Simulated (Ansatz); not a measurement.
A nudged elastic band was laid between two geometries of ClH3Sn + FH + FH (9 atoms, charge 0, multiplicity 1).

Method: RKS revPBE-D4/def2-SVP in Ansatz 0.2.0.

```yaml
movable_images: 6
climbing_image: no
spring: 5.0 eV/Å²
optimiser: quadratic models (default)
start_path: through a guess of the saddle point
force_threshold: 0.05 eV/Å
iteration_limit: 60
end_points: relaxed
```

Initial state:

```xyz
9
Properties=species:S:1:pos:R:3
Sn -0.993 -1.144 -0.061
Cl 1.454 -1.178 -0.150
H -1.271 -2.855 -0.003
H -1.416 -0.399 1.425
H -1.545 -0.477 -1.540
H 0.402 1.890 0.003
F -0.520 1.727 -0.206
H 1.938 0.740 0.197
F 1.950 1.696 0.334
```

Final state:

```xyz
9
Properties=species:S:1:pos:R:3
Sn -1.313 -0.690 -0.191
Cl 2.115 -1.023 0.728
H -0.635 -2.070 -0.952
H -1.095 -0.499 1.501
H -2.924 -0.340 -0.712
H 0.755 1.579 -0.282
F -0.352 0.888 -1.025
H 1.980 0.299 0.611
F 1.469 1.857 0.322
```

Question: Which bonds break or form, and what moves?

Answer: Bonds broken: Sn1–Cl2, H6–F7, H8–F9. Bonds formed: Sn1–F7, Cl2–H8, H6–F9. ClH3Sn + FH + FH becomes ClH + FH + FH3Sn.

Question: Give the energies along the band, and the barrier.

Answer: The forces met the threshold. The highest image is number 5 of 0 to 7, 10.5 kcal/mol above the first end and 4.7 kcal/mol above the last; the last end lies 5.8 kcal/mol above the first. No image climbed, so the highest image needn't sit at the top of the path. The orbitals stay closed-shell, which can raise the energy where a bond breaks towards radicals; this wasn't checked here.

```
image  path coordinate (Å)  energy (kcal/mol)  Sn1–Cl2 (Å)  H6–F7 (Å)  H8–F9 (Å)
    0                 0.00                0.0         2.45       0.96       0.97
    1                 0.51                0.5         2.45       0.96       0.97
    2                 1.02                2.7         2.47       0.97       0.97
    3                 1.53                6.3         2.53       0.98       0.99
    4                 2.04               10.4         2.66       1.04       1.05
    5                 2.55               10.5         2.96       1.32       1.37
    6                 3.06                6.6         3.33       1.47       1.59
    7                 3.57                5.8         3.56       1.50       1.66
```

Question: What is the geometry of the highest image?

Answer: 
```xyz
9
Properties=species:S:1:pos:R:3
Sn -1.160 -0.772 -0.099
Cl 1.750 -0.935 0.428
H -0.687 -2.327 -0.686
H -1.327 -0.598 1.605
H -2.555 -0.270 -0.987
H 0.766 1.584 -0.219
F -0.305 1.025 -0.754
H 1.875 0.475 0.434
F 1.643 1.817 0.278
```

The run took 2.5 min on 2 threads of Arm Neoverse V1 (shared host), peak memory 0.14 GiB.
